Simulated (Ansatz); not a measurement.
Input file for Ansatz (a first-principles code): R-wB97X-V/def2-TZVPPD on C2H3N3 (a complex), monomers drawn apart or pushed together. Files ending in .json are basis or fitting sets from the Basis Set Exchange.

Ansatz 0.2 input:
```yaml
crystal:
  periodic: [false, false, false]
  atoms:
    - {symbol: N, position_ang: [-0.14951255, 0.12532483, -0.21558440]}
    - {symbol: N, position_ang: [0.21958874, -0.61510117, -0.92604463]}
    - {symbol: C, position_ang: [0.31153058, 1.56697265, 5.78669793]}
    - {symbol: C, position_ang: [1.12341852, 0.37993855, 5.57446462]}
    - {symbol: N, position_ang: [1.76306361, -0.55852903, 5.39774877]}
    - {symbol: H, position_ang: [0.93193570, 2.38715240, 6.14856823]}
    - {symbol: H, position_ang: [-0.15752897, 1.86507425, 4.84897002]}
    - {symbol: H, position_ang: [-0.46646568, 1.36384472, 6.52292563]}
basis:
  gaussian:
    orbitals: def2-TZVPPD.json
hamiltonian:
  xc: {name: wB97X-V}
scf: {lower_state_search: off}
```

Output:

```
WARN ansatz: RAYON_NUM_THREADS=2 ignored (pool sized by the plan → 2); use --threads N
Functional definition: wB97X-V
these checks for a lower state are left out or cut short: stability, starts, cluster_reference, orbital_swaps, neighbouring_geometries, increment
integrals: 0.14 GiB planned
1062 factors; their error is unknown
integrals: 0.18 GiB planned
289 factors; integrals over basis functions are off by at most 4.1e-5 eV
mean field: 1.32 GiB planned
mean field evaluation 1: about -6589.5812 eV, gradient 4.3e1 eV
mean field evaluation 2: about -6589.7126 eV, gradient 4.4e1 eV
mean field evaluation 4: about -6593.4122 eV, gradient 1.7e0 eV
mean field evaluation 8: about -6593.4244 eV, gradient 9.7e-2 eV
mean field evaluation 16: about -6593.4235 eV, gradient 1.6e-5 eV
mean field -6593.42346532 eV, -242.3038431677 hartree, gradient 7.0e-6 eV, S^2 0.000000; 0 other end points of the search recorded, 0 dependent functions left out
reference -6593.42346281 eV, -242.3038430754 hartree; 18, 18 occupied and 218, 218 virtual orbitals, 1062 factors
Total energy: -6593.42346281 eV, -242.3038430754 hartree
Checks for a lower state left out: stability, starts, cluster_reference, orbital_swaps, neighbouring_geometries, increment
```

The calculation finished and met its thresholds.

Cost: very roughly 9 core-seconds.
